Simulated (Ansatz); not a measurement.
Cost and result for the atomization energy of Cl2F2H2Si2 (`F[SiH2][Si](F)(Cl)Cl`) (8 atoms, 7 bonds).

Total charge 0; spin multiplicity 1. All single points use the PBE0-D4/def2-TZVP geometry. It is one conformer, not always the lowest. Program: Ansatz. All runs use 4 threads of an AMD EPYC 7B13 on a shared host. Times are those of one run each, without the atoms' runs, and a repeat can differ threefold. Electronic energies, without spin–orbit coupling; frozen cores. CCSD(T)/CBS adds CCSD(T) − MP2 in def2-TZVPP to the MP2 limit, and its time is that of the two runs behind it. T1 = 0.011. B3LYP takes the VWN-RPA correlation (the form of Gaussian; ORCA's B3LYP/G). HSE06 is the plane-wave form, built on full-range PBE exchange.

CCSD(T)/CBS is a level of theory with its own doubt, some kJ/mol a heavy atom from the limit and from the frozen cores, so smaller differences don't rank the functionals.

```csv
level,functions,wall time
LDA (SPW92)/def2-TZVPP,258,1.4 s
BLYP-D4/def2-TZVPP,258,2 s
PBE-D4/def2-TZVPP (with forces),258,2.5 s
HSE06-D4/def2-TZVPP,258,3.8 s
CAM-B3LYP-D4/def2-TZVPP,258,4.2 s
CCSD(T)/def2-SVP,110,4.5 s
B3LYP-D4/def2-TZVPP (with forces),258,5.5 s
B2PLYP/def2-TZVPP,258,5.5 s
PBE-QIDH/def2-TZVPP,258,5.5 s
ωB97X-V/def2-TZVPP,258,7.5 s
MP2/def2-QZVPP,454,17 s
CCSD(T)/def2-TZVPP,258,3 min
CCSD(T)/CBS(def2),–,3.3 min
```

Q: What atomization energy does each give, and how far from CCSD(T)/CBS? (Estimate.)

A: The calculation gave: 
| level | atomization (kJ/mol) | difference from CCSD(T)/CBS | per bond |
| --- | --- | --- | --- |
| LDA (SPW92)/def2-TZVPP | 3233.2 | 374.3 | 53.5 |
| BLYP-D4/def2-TZVPP | 2803.4 | -55.5 | -7.9 |
| PBE-D4/def2-TZVPP (with forces) | 2865.4 | 6.5 | 0.9 |
| HSE06-D4/def2-TZVPP | 2817.5 | -41.4 | -5.9 |
| CAM-B3LYP-D4/def2-TZVPP | 2832.2 | -26.7 | -3.8 |
| CCSD(T)/def2-SVP | 2566.9 | -292.0 | -41.7 |
| B3LYP-D4/def2-TZVPP (with forces) | 2807.1 | -51.8 | -7.4 |
| B2PLYP/def2-TZVPP | 2791.2 | -67.7 | -9.7 |
| PBE-QIDH/def2-TZVPP | 2819.4 | -39.5 | -5.6 |
| ωB97X-V/def2-TZVPP | 2864.8 | 5.9 | 0.9 |
| MP2/def2-QZVPP | 2922.7 | 63.8 | 9.1 |
| CCSD(T)/def2-TZVPP | 2756.0 | -102.9 | -14.7 |
| CCSD(T)/CBS(def2) | 2858.9 | 0.0 | 0.0 |

At CCSD(T), def2-SVP lies −292.0 kJ/mol from the extrapolated value and def2-TZVPP −102.8 kJ/mol: correlation converges slowly with the basis, and small sets miss more of it in the bonded molecule than in its fragments. The D4 term adds +44.0 kJ/mol with B3LYP and +23.2 kJ/mol with PBE0; it sums over pairs of atoms, weighted by their polarisabilities, and B3LYP, whose exchange is more repulsive, gets the larger term. In def2-TZVPP, CCSD(T) changes the Hartree–Fock value by +625.7 kJ/mol (the triples alone add +47.5 kJ/mol) and MP2 by +729.7 kJ/mol; breaking electron pairs costs correlation energy, which Hartree–Fock lacks.
